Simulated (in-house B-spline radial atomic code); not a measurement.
**Pd⁶⁺: [Kr] 4d4**

Computed with an all-electron radial atomic-structure program (B-spline basis): non-relativistic PBE0, spin-polarised, spherical fractional occupations, point nucleus.

Screening seen three ways: the hydrogenic charge with the same mean radius, Z_r = [3n² - l(l+1)]/(2<r>), the one with the same energy, Z_e = n√(-2ε), and Slater's rules. Values are occupation-weighted means over spin.

```
shell  electrons   ε (eV)  <r> (bohr)    Z_r    Z_e  Slater
   1s          2   -23619      0.0331  45.31  41.66   45.70
   2s          2  -3488.7      0.1437  41.74  32.03   41.85
   2p          6  -3245.4      0.1229  40.67  30.89   41.85
   3s          2  -717.62      0.3908  34.55  21.79   34.75
   3p          6     -620      0.3832  32.62  20.25   34.75
   3d         10  -440.37      0.3564  29.46  17.07   24.85
   4s          2  -179.11       0.944  25.42  14.51   18.25
   4p          6  -146.87      0.9983  23.04  13.14   18.25
   4d          4  -96.036       1.154  18.19  10.63    8.95
```

The least bound orbital is 4d up at -96.04 eV, and it is also the most diffuse (<r> = 1.154 bohr).

Caution: exact exchange at fractional occupations of open shells leaves self-interaction of up to several eV.
